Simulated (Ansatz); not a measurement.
```yaml
crystal:
  periodic: [false, false, false]
  atoms:
    - {symbol: Nb, position_ang: [0.000003, 0.000002, -0.000001]}
    - {symbol: F, position_ang: [0.189412, -0.321374, 1.818213]}
    - {symbol: F, position_ang: [1.774556, 0.315273, -0.443429]}
    - {symbol: F, position_ang: [-0.802501, 1.386303, -0.937668]}
    - {symbol: F, position_ang: [-1.161470, -1.380205, -0.437114]}
basis:
  gaussian: {orbitals: STO-3G}
magnetization: {spin_polarized: true, initial_magnetization: 1}
hamiltonian: {xc: {name: HF}}
scf: {omitted_lower_state_checks: [starts]}
```

```sh
$ ansatz run in.yaml --threads 4 --pin off --events-out ev --progress --plain --max-ram 4787MiB
```

Output, abridged:

```
Functional definition: HF
623 factors; integrals over basis functions are off by at most 1.9e-4 eV
mean field evaluation 1: about -111787.4071 eV, gradient 3.2e1 eV
mean field evaluation 2: about -111787.5357 eV, gradient 3.2e1 eV
mean field evaluation 4: about -111795.5939 eV, gradient 2.4e0 eV
mean field evaluation 8: about -111795.7515 eV, gradient 3.6e-3 eV
mean field -111795.75150907 eV, -4108.4180900763 hartree, gradient 2.4e-5 eV, S^2 0.753840; 0 other end points of the search recorded, 0 dependent functions left out
reference -111795.75150907 eV, -4108.4180900763 hartree; 39, 38 occupied and 8, 9 virtual orbitals, 623 factors
Total energy: -111795.75150907 eV, -4108.4180900763 hartree
Checks for a lower state left out: starts
```

Hardware: 4 threads of Arm Neoverse V1 on a shared host. Wall time 0.35 s.
